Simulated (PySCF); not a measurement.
# Al (aluminium, neutral) across methods

[Ne] 3s2 3p1, 2P determinant. Computed with PySCF 2.14 in aug-cc-pCVQZ-DK (10s9p7d5f3g, 134 functions), with the spin-free X2C one-electron Hamiltonian (Gaussian nucleus).

```json
{"method": "PBE", "E (hartree)": "-242.6772", "mean ε 3s α (eV)": "-7.903", "mean ε 3s β (eV)": "-7.310", "mean ε 3p α (eV)": "-3.088", "Σ⟨r²⟩ (bohr²)": "32.71", "⟨S²⟩": "0.755"}
{"method": "B97-3", "E (hartree)": "-242.7833", "mean ε 3s α (eV)": "-9.003", "mean ε 3s β (eV)": "-8.196", "mean ε 3p α (eV)": "-3.777", "Σ⟨r²⟩ (bohr²)": "32.25", "⟨S²⟩": "0.755"}
{"method": "UHF", "E (hartree)": "-242.31599", "mean ε 3s α (eV)": "-11.605", "mean ε 3s β (eV)": "-9.917", "mean ε 3p α (eV)": "-5.936", "Σ⟨r²⟩ (bohr²)": "33.15", "⟨S²⟩": "0.770"}
{"method": "LDA", "E (hartree)": "-241.7547", "mean ε 3s α (eV)": "-8.022", "mean ε 3s β (eV)": "-7.442", "mean ε 3p α (eV)": "-3.006", "Σ⟨r²⟩ (bohr²)": "32.83", "⟨S²⟩": "0.752"}
{"method": "wB97X-V", "E (hartree)": "-242.7651", "mean ε 3s α (eV)": "-11.334", "mean ε 3s β (eV)": "-10.364", "mean ε 3p α (eV)": "-5.727", "Σ⟨r²⟩ (bohr²)": "32.43", "⟨S²⟩": "0.756"}
{"method": "PBE0", "E (hartree)": "-242.6960", "mean ε 3s α (eV)": "-8.993", "mean ε 3s β (eV)": "-8.189", "mean ε 3p α (eV)": "-3.902", "Σ⟨r²⟩ (bohr²)": "32.47", "⟨S²⟩": "0.757"}
{"method": "r2SCAN", "E (hartree)": "-242.7773", "mean ε 3s α (eV)": "-8.053", "mean ε 3s β (eV)": "-7.396", "mean ε 3p α (eV)": "-3.340", "Σ⟨r²⟩ (bohr²)": "32.38", "⟨S²⟩": "0.763"}
```

**Question.** Estimate the same row for MN15.

**Answer.** E (hartree) = -242.8188; mean ε 3s α (eV) = -9.309; mean ε 3s β (eV) = -8.674; mean ε 3p α (eV) = -3.853; Σ⟨r²⟩ (bohr²) = 34.17; ⟨S²⟩ = 0.753.
